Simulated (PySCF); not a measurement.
Geometry:
```csv
atom,x (Å),y (Å),z (Å)
O1,2.633,1.260,0.296
C2,2.029,0.244,0.097
N3,0.644,0.160,0.025
C4,-0.076,-0.999,-0.213
C5,-1.404,-0.675,-0.213
C6,-1.502,0.734,0.035
C7,-0.231,1.220,0.176
H8,2.511,-0.748,-0.055
H9,0.434,-1.949,-0.360
H10,-2.228,-1.368,-0.373
H11,-2.417,1.319,0.099
H12,0.156,2.216,0.372
```

Theoretical values (PySCF): PBE0-D3(BJ)/def2-SVP geometry, GIAO CAM-B3LYP/pcSseg-2 shieldings. Isolated molecule, single conformer, relativity neglected, fast rotation and ring inversion assumed for equivalent nuclei.

Shifts are taken against calculated references (same method and geometry level): ¹³C (σref 182.55) and ¹H (σref 31.34) vs TMS; ¹⁷O (σref 329.76) vs H2O; NH3 for ¹⁵N (σref 261.83).

```tsv
atoms	nucleus	count	δ (ppm)
H10/H11	¹H	2	6.66
C5/C6	¹³C	2	125.9
O1	¹⁷O	1	?
H9/H12	¹H	2	7.43
N3	¹⁵N	1	237.3
H8	¹H	1	?
C4/C7	¹³C	2	129.4
C2	¹³C	1	169.1
```

Complete the table.

Results:


- H8: 8.88 ppm, hydrogen on an amide carbonyl carbon
- O1: 487.3 ppm, amide-type carbonyl oxygen

Shifts are as computed, not scaled to solution data. Of 1211 compounds with measured shifts, 218 miss one by over three times the rms of a fit or turn the order of signals round; such compounds aren't used in these exercises. Unscaled 17O shifts of doubly bonded oxygen tend to come out too high, by tens of ppm or more. Experimental scales use liquid or dissolved standards, which lie at an offset from isolated NH3 (liquid NH3: subtract about 20 ppm) and H2O (liquid H2O: subtract about 36 ppm). Unscaled 15N shifts of sp2 nitrogen come out 20 to 40 ppm too high even then.
